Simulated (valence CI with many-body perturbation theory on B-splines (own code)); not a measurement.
**Which ion has this spectrum?**

A relativistic CI+MBPT calculation for an atom or ion with 33 electrons gives these levels (cm⁻¹):

```csv
J,Parity,E,g
3/2,odd,0,1.39
3/2,odd,371778,1.44
5/2,odd,408721,1.20
1/2,odd,455163,0.66
3/2,odd,833092,1.29
5/2,even,985911,1.49
3/2,even,1002357,0.86
1/2,even,1100687,2.18
3/2,even,1126047,1.11
5/2,even,1156612,1.20
3/2,even,1366628,1.21
5/2,even,1379731,1.01
1/2,even,1381312,0.33
3/2,even,1386843,1.24
```

The energies are calculated, and their last digits are not significant.

Task: Which is it?
A. Ho34+
B. Er35+
C. Eu30+
D. Dy33+

Result: D. Dy33+, ground level (4s^2 4p1/2^2 4p3/2) J=3/2.
